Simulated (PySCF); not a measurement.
**Distorted geometries of Ce(OH)4**

Ce(OH)4 (singlet). PySCF 2.14.0, RKS B3LYP, Ce lcecp-2-SVP with ECP46, O def2-SVP, H def2-SVP; non-relativistic Hamiltonian with scalar-relativistic core potentials where named; density fitting; no spin-orbit coupling. Relaxed geometry:

```xyz
9

Ce    0.0000    0.0000    0.0000
O     1.3166    1.0795    1.2012
H     1.9193    1.5854    1.7516
O    -1.3166   -1.0795    1.2012
H    -1.9193   -1.5854    1.7516
O     1.0795   -1.3166   -1.2012
H     1.5854   -1.9193   -1.7516
O    -1.0795    1.3166   -1.2012
H    -1.5854    1.9193   -1.7516
```

Question: Order these distorted geometries by energy above the relaxed one, lowest first.
A.
```xyz
9

Ce    0.0070    0.1056   -0.0181
O     1.2032    0.9916    1.3449
H     1.7897    1.4296    1.7276
O    -1.3507   -1.0329    1.1022
H    -1.9192   -1.6052    1.8964
O     1.1868   -1.1221   -1.2501
H     1.7261   -1.9857   -1.7632
O    -1.3183    1.4445   -1.1840
H    -1.3246    1.7745   -1.8557
```
B.
```xyz
9

Ce   -0.0910   -0.0216   -0.0040
O     1.3045    1.0170    1.1806
H     1.9498    1.6354    1.7722
O    -1.3347   -1.1629    1.1986
H    -1.8160   -1.5259    1.7405
O     1.0101   -1.3205   -1.1849
H     1.6328   -1.9353   -1.7542
O    -1.0435    1.3254   -1.2077
H    -1.6120    1.9884   -1.7411
```
C.
```xyz
9

Ce   -0.0230    0.1226   -0.0372
O     1.4266    1.2297    1.2078
H     1.9883    1.4595    1.7153
O    -1.2339   -1.3368    1.3679
H    -1.7181   -1.7532    1.7681
O     0.9987   -1.1126   -1.2539
H     1.4631   -1.8745   -1.8434
O    -1.1004    1.3645   -1.1879
H    -1.8013    1.9009   -1.7366
```

Answer: B (1.45 eV), A (4.23 eV), C (4.35 eV).

Question: Which forces (eV/Å) act in the one that lies 1.45 eV up?

Answer: 
```
Ce   1.43 -0.18  0.58
O    2.13  2.25  2.15
H   -2.50 -2.42 -2.32
O    7.91  6.19 -9.05
H   -8.35 -6.37  9.36
O    2.07 -2.15 -2.02
H   -2.05  2.02  1.87
O   -2.18  2.41 -1.95
H    1.54 -1.76  1.38
```
Forces carry noise of the integration grid, about 0.01 to 0.03 eV/Å.
